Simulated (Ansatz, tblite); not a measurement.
Forces on the cluster B7N7 at its PBE-D4/def2-SVP geometry. Charge 0, multiplicity 1.

The xTB rows come from tblite. The structure comes from a short search, and lower isomers may exist.

GFN1-xTB (tblite), largest force 0.49 eV/Å:

```xyz
14
positions Å, forces eV/Å
B    -0.835    2.550   -0.759    0.006   -0.018    0.005
B    -1.323   -0.388    2.424    0.009    0.001   -0.016
B     0.081   -2.218    1.688   -0.001    0.016   -0.012
B    -1.731    1.734    1.335    0.010   -0.010   -0.008
B     0.690    1.446   -2.282   -0.005   -0.010    0.016
B     1.695   -0.747   -2.086   -0.011    0.006    0.013
B     1.424   -2.378   -0.319   -0.009    0.015    0.003
N    -0.088    2.434   -1.852    0.013   -0.384    0.292
N     0.916   -2.800    0.834   -0.145    0.443   -0.132
N    -0.757   -1.587    2.504    0.120    0.250   -0.395
N    -1.861    0.820    2.291    0.295   -0.130   -0.363
N     1.901   -1.904   -1.466   -0.301    0.302    0.233
N    -1.563    2.611    0.351    0.248   -0.413   -0.056
N     1.453    0.426   -2.661   -0.230   -0.067    0.421
```

GFN2-xTB (tblite), largest force 0.99 eV/Å:

```
B -0.099 0.304 -0.091
B -0.158 -0.048 0.290
B 0.010 -0.264 0.201
B -0.209 0.209 0.160
B 0.082 0.173 -0.272
B 0.203 -0.089 -0.251
B 0.170 -0.286 -0.037
N 0.028 -0.780 0.594
N -0.295 0.899 -0.268
N 0.243 0.508 -0.802
N 0.599 -0.263 -0.738
N -0.611 0.613 0.472
N 0.503 -0.839 -0.113
N -0.466 -0.137 0.855
```

r2SCAN-D4/def2-TZVP (Ansatz), largest force 0.32 eV/Å:

```
B 0.064 -0.194 0.058
B 0.100 0.029 -0.183
B -0.006 0.169 -0.128
B 0.129 -0.130 -0.100
B -0.052 -0.109 0.173
B -0.128 0.056 0.156
B -0.107 0.179 0.024
N 0.009 -0.254 0.193
N -0.097 0.293 -0.087
N 0.079 0.165 -0.261
N 0.196 -0.086 -0.241
N -0.200 0.201 0.155
N 0.165 -0.274 -0.038
N -0.152 -0.044 0.279
```
